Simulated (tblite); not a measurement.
Species: C4H7Cl2F3Si.
Cartesian coordinates in Å at the GFN2-xTB level; atoms count from 1:
```
atom  x, y, z in Å
F1    -3.5432   -0.0679    0.5994
C2    -2.2996   -0.1257    0.0997
F3    -2.3813    0.2844   -1.1724
F4    -1.9782   -1.4329    0.0523
C5    -1.3169    0.6786    0.9183
C6     0.0229    0.8243    0.2040
Si7    0.7871   -0.8355   -0.3327
C8     2.6460   -0.4430   -0.6508
Cl9    3.3986    0.1350    0.8480
Cl10   2.7752    0.8029   -1.9085
H11   -1.2003    0.1624    1.8723
H12   -1.7721    1.6548    1.1035
H13   -0.1104    1.4608   -0.6724
H14    0.7042    1.3516    0.8724
H15    0.2583   -1.3251   -1.6025
H16    0.7664   -1.8216    0.7478
H17    3.2364   -1.2912   -0.9883
```

Level: GFN2-xTB in tblite, geometry and Hessian alike; calculated harmonic values, unscaled, isolated species. Against measured fundamentals such values can be off by several per cent, at times by over 20. Modes of hydrogen on silicon can be 10 to 20 % off. One conformer, not necessarily the lowest.

Harmonic wavenumbers (cm⁻¹): 31.0, 33.2, 59.7, 77.2, 89.1, 149.4, 174.3, 213.0, 248.6, 307.2, 338.4, 413.5, 462.3, 479.4, 503.1, 574.0, 579.1, 593.1, 694.5, 699.2, 723.7, 740.8, 762.9, 793.4, 827.7, 912.2, 1024.5, 1050.3, 1073.6, 1121.4, 1159.5, 1173.2, 1191.4, 1202.4, 1289.5, 1326.7, 1447.1, 1455.8, 2287.3, 2312.6, 2973.6, 2978.9, 2986.2, 2998.5, 3004.0.

A = 1695, B = 365.1, C = 340.5 MHz; mass 209.965 u (most abundant isotopes); point group C1, symmetry number 1.

Q: What is the zero-point energy?

A: ½Σν̃ = 22768 cm⁻¹ = 65.10 kcal/mol.

Q: What is S at 200 K and 1 bar for an ideal gas of classical rigid rotors and harmonic oscillators?

A: Translation 39.97, rotation 30.51, vibration 29.25: S = 99.7 cal/(mol K).

Q: And Cp and H(200 K) − H(0)?

A: Cp = 34.45 cal/(mol K), of which vibrations give 26.50 (their classical limit is 45 R = 89.4); H(200 K) − H(0) = 4.49 kcal/mol without the zero-point energy, 2.90 from vibrations.

Q: Which modes carry the vibrational entropy at 200 K?

A: 31.0 cm⁻¹: 4.97; 33.2 cm⁻¹: 4.84; 59.7 cm⁻¹: 3.68; 77.2 cm⁻¹: 3.18; 89.1 cm⁻¹: 2.90; 149.4 cm⁻¹: 1.94 cal/(mol K); the other 39 give 7.74 together.

Q: Blend soft modes into free rotors: weight 1/[1 + (100 cm⁻¹/ν̃)⁴] for the oscillator and the rest for a rotor with moment μB/(μ + B), μ = h/(8π²ν), B = 10⁻⁴⁴ kg m². What vibrational entropy results?

A: 25.56 cal/(mol K) in place of 29.25, which changes −T·S at 200 K by +0.74 kcal/mol.

Q: How do the functions run with temperature in this model?

A: 
| T (K) | S (cal/(mol K)) | Cp (cal/(mol K)) | H − H(0) (kcal/mol) | G − H(0) (kcal/mol) | ln q(vib) |
| --- | --- | --- | --- | --- | --- |
| 150 | 90.7 | 28.7 | 2.91 | -10.70 | 5.57 |
| 250 | 108.0 | 40.1 | 6.35 | -20.66 | 9.22 |
| 298.15 | 115.5 | 45.2 | 8.41 | -26.04 | 10.89 |
| 400 | 130.2 | 54.5 | 13.50 | -38.57 | 14.28 |
| 600 | 154.9 | 67.0 | 25.76 | -67.15 | 20.46 |
| 900 | 184.3 | 77.8 | 47.65 | -118.22 | 28.62 |

q(vib) and H(0) count from the zero-point level.

Hindered rotation and anharmonicity are outside this model. Other conformers, if any are populated, would add a mixing term that is left out. The structure is chiral; the term R ln 2 for an equal mix with its mirror image is left out.
